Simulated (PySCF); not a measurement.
TPSSh on Co⁻ (cobalt, charge -1), [Ar] 3d8 4s2, high-spin 3F determinant. Computed with PySCF 2.14 in aug-cc-pwCVTZ-DK (10s9p7d4f3g, 127 functions), with the spin-free X2C one-electron Hamiltonian (Gaussian nucleus).

```
cycle= 1 E= -1393.24807417805  delta_E= 0.00334  |g|= 0.435  |ddm|= 1.11
cycle= 2 E= -1392.99780857877  delta_E= 0.25  |g|= 1.26  |ddm|= 0.826
cycle= 3 E= -1393.28416443648  delta_E= -0.286  |g|= 0.117  |ddm|= 0.582
cycle= 4 E= -1393.28770298768  delta_E= -0.00354  |g|= 0.0368  |ddm|= 0.22
cycle= 5 E= -1393.28812259037  delta_E= -0.00042  |g|= 0.00378  |ddm|= 0.0612
cycle= 6 E= -1393.28812860624  delta_E= -6.02e-06  |g|= 0.000195  |ddm|= 0.0141
cycle= 7 E= -1393.28812866553  delta_E= -5.93e-08  |g|= 4.35e-05  |ddm|= 0.00303
cycle= 8 E= -1393.28812866737  delta_E= -1.84e-09  |g|= 1.7e-05  |ddm|= 0.000233
cycle= 9 E= -1393.28812866745  delta_E= -8.05e-11  |g|= 1.31e-06  |ddm|= 2.61e-05
converged SCF energy = -1393.28812866745  <S^2> = 2.0167616  2S+1 = 3.0111537
```

Highest occupied orbital energy: 1.615 eV; ⟨L²⟩ = 12.04; populations by l: s 8.00, p 12.00, d 8.00, f 0.00.

Q: Can this result be used?

A: With care. The run converged. At TPSSh the highest occupied level has a positive energy, so only the finite basis holds that electron; in a semilocal or global hybrid functional this comes from self-interaction and does not mean that the real anion is unbound.
